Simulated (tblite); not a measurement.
C5H8FO (doublet state).
Z-matrix (Å and degrees, GFN2-xTB geometry), rows numbered from 1:
```
C 
C   1  1.5407
O   2  1.4107  1  110.96
C   2  1.4948  1  110.25  3   124.14
C   4  1.3784  2  126.08  1    79.97
C   5  1.3693  4  128.66  2     1.04
F   6  1.3443  5  123.35  4    -0.78
H   1  1.0894  2  110.15  3   -67.00
H   1  1.0850  2  110.26  3   172.73
H   1  1.0871  2  109.34  3    52.90
H   2  1.0950  1  108.71  3  -114.57
H   3  0.9644  2  108.75  1    58.37
H   4  1.0803  2  115.85  1   -99.50
H   5  1.0817  4  117.43  2  -179.38
H   6  1.0773  5  124.56  4   179.43
```

All values are computed: GFN2-xTB (tblite) harmonic vibrations without scaling, gas phase. Against measured fundamentals such values can be off by several per cent, at times by over 20. One conformer, not necessarily the lowest. Open shells enter through the occupations alone, without spin polarisation, and single modes of such species can be off by tens of per cent.

Harmonic wavenumbers (cm⁻¹): 81.7, 113.9, 150.3, 204.0, 268.6, 298.6, 354.4, 390.3, 464.3, 482.5, 606.6, 698.0, 740.3, 888.4, 895.0, 963.6, 1001.9, 1025.0, 1062.2, 1123.2, 1175.4, 1203.3, 1245.1, 1247.9, 1311.6, 1349.5, 1389.1, 1443.5, 1482.9, 1486.6, 1492.8, 2940.8, 3014.7, 3041.6, 3065.6, 3067.3, 3081.0, 3108.9, 3532.9.

A = 4432, B = 1702, C = 1452 MHz; mass 103.056 u (most abundant isotopes); point group C1, symmetry number 1; spin multiplicity 2.

Problem. What is the zero-point energy?

Solution. ½Σν̃ = 25747 cm⁻¹ = 308.00 kJ/mol.

Problem. Entropy at 273.15 K, 1 bar (ideal gas, RRHO, classical rotation)?

Solution. Translation 164.84, rotation 115.12, vibration 77.24, spin (R ln 2) 5.76: S = 363.0 J/(mol K).

Problem. And Cp and H(273.15 K) − H(0)?

Solution. Cp = 123.56 J/(mol K), of which vibrations give 90.31 (their classical limit is 39 R = 324.3); H(273.15 K) − H(0) = 21.11 kJ/mol without the zero-point energy, 12.02 from vibrations.

Problem. Which modes carry the vibrational entropy at 273.15 K?

Solution. 81.7 cm⁻¹: 15.39; 113.9 cm⁻¹: 12.69; 150.3 cm⁻¹: 10.47; 204.0 cm⁻¹: 8.11; 268.6 cm⁻¹: 6.09; 298.6 cm⁻¹: 5.36 J/(mol K); the other 33 give 19.14 together.

Problem. Blend soft modes into free rotors: weight 1/[1 + (100 cm⁻¹/ν̃)⁴] for the oscillator and the rest for a rotor with moment μB/(μ + B), μ = h/(8π²ν), B = 10⁻⁴⁴ kg m². What vibrational entropy results?

Solution. 74.59 J/(mol K) in place of 77.24, which changes −T·S at 273.15 K by +0.72 kJ/mol.

Problem. What must be added to the electronic energy to get the Gibbs energy at 273.15 K and 1 bar?

Solution. ZPE + [H(273.15 K) − H(0)] − T·S = 308.00 + 21.11 − 99.14 = 229.97 kJ/mol.

Problem. How do the functions run with temperature in this model?

Solution. 
| T (K) | S (J/(mol K)) | Cp (J/(mol K)) | H − H(0) (kJ/mol) | G − H(0) (kJ/mol) | ln q(vib) |
| --- | --- | --- | --- | --- | --- |
| 100 | 272.1 | 65.5 | 4.64 | -22.58 | 0.81 |
| 200 | 328.4 | 99.7 | 12.94 | -52.73 | 2.59 |
| 300 | 375.0 | 132.4 | 24.54 | -87.94 | 4.52 |
| 500 | 457.0 | 190.9 | 57.16 | -171.33 | 8.43 |
| 800 | 560.0 | 246.4 | 123.53 | -324.43 | 14.11 |
| 1000 | 617.6 | 270.4 | 175.34 | -442.31 | 17.64 |

q(vib) and H(0) count from the zero-point level.

Hindered rotation and anharmonicity are outside this model. Other conformers, if any are populated, would add a mixing term that is left out. The structure is chiral; the term R ln 2 for an equal mix with its mirror image is left out.

On Intel Xeon at 2.50 GHz, one thread, shared host, this took 1.2 s. The figure is for the frequency step alone.
